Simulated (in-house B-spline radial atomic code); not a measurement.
The numbers below are computed, except where a source is named.
# Building a PAW s channel for Rb, r_c = 3.07 bohr

Rb, [Kr] 5s1, non-relativistic LDA (VWN5), spherical and spin-unpolarised, from an all-electron radial atomic-structure program (B-spline basis) (atomic units; all potentials screened as in the neutral atom).

Two all-electron partial waves φ1, φ2 are integrated outwards at E1 = ε(5s) = -0.085375 and E2 = E1 + 2 hartree; φ1 is the bound orbital and φ2 has unit norm inside r_c = 3.067 bohr. Smooth partners are polynomials, r^1(a0 + a1 r² + a2 r⁴ + a3 r⁶), matched to φ and three derivatives at r_c, with no condition on the norm. The local potential is -2.37372 + (0.555662) r² + (-0.0549482) r⁴ + (0.00200725) r⁶ inside 2.627 bohr and the all-electron one outside.

| wave | φ(r_c) | φ'(r_c) | a0 | a1 | a2 | a3 |
| --- | --- | --- | --- | --- | --- | --- |
| 1 | 0.3861802 | 0.1737943 | -0.1068032 | 0.05898955 | -0.004922481 | 0.0001362303 |
| 2 | 0.5776573 | 1.814182 | -2.195664 | 0.4161886 | -0.0168462 | -4.838227e-05 |

Inside r_c the overlaps are <φi φj> = [[0.10584, -0.15005], [-0.15005, 1.00000]] and, for the smooth waves, [[0.08423, -0.07475], [-0.07475, 5.73481]]. With χj = (Ej − T − V_local) applied to smooth wave j, the program's quadrature gives the matrix B_ij = <smooth i, χj> as [[0.01853, -0.14313], [-0.29373, 15.62820]].

Problem. Check the match of the first wave, and find the augmentation charges q_ij.

Solution. At r_c the four terms are -0.32757, 1.70183, -1.33584, 0.34775, which sum to 0.3862, φ1(r_c) to rounding. q_ij is the all-electron overlap less the smooth one: [[0.02161, -0.07530], [-0.07530, -4.73481]]. The smooth first wave has a norm of 0.0842 inside r_c against 0.1058, and q11 > 0 puts back the missing charge.

Problem. B isn't symmetric. Show that D_ij = B_ij + Ej q_ij is.

Solution. Integrating by parts gives B12 − B21 = (E1 − E2) q12: -0.14313 − (-0.29373) = 0.15060, and −2 × (-0.07530) = 0.15060. So D12 = -0.14313 + (1.914625)(-0.07530) = -0.28730 and D21 = -0.29373 + (-0.085375)(-0.07530) = -0.28730; D11 = 0.01668, D22 = 6.56281. The projectors, p = (B⁻¹)ᵀ χ, are dual to the smooth waves; det B = 0.25.

Solving (T + V_local + Σ p D p) ψ = E (1 + Σ p q p) ψ in a sphere of 9 bohr, whose wall lifts the free-atom level a little, gives these levels:

| all-electron | one projector | two projectors |
| --- | --- | --- |
| -0.073366 | -0.477993 | -3.729340 |
| 0.187930 | -0.073372 | -0.073368 |
| 0.609157 | 0.182618 | 0.186806 |
| 1.187500 | 0.553623 | 0.603475 |
| 1.912930 | 1.001950 | 1.180990 |

Problem. What does the second projector gain?

Solution. With one projector a ghost lies below the reference level, so the set fails. With two a ghost lies below the reference level, so the set fails. The lowest eigenvalue of the overlap operator is 1 with one and 0.03323 with two projectors. The smooth orbital alone needs a cutoff of 1.69 hartree for 1 millihartree of kinetic energy, against 3.18 for a norm-conserving Troullier-Martins orbital of the same radius, which is no gain while the set fails. The first smooth wave changes sign inside r_c, since a0 and φ(r_c) differ in sign; such a node invites a ghost below the level.
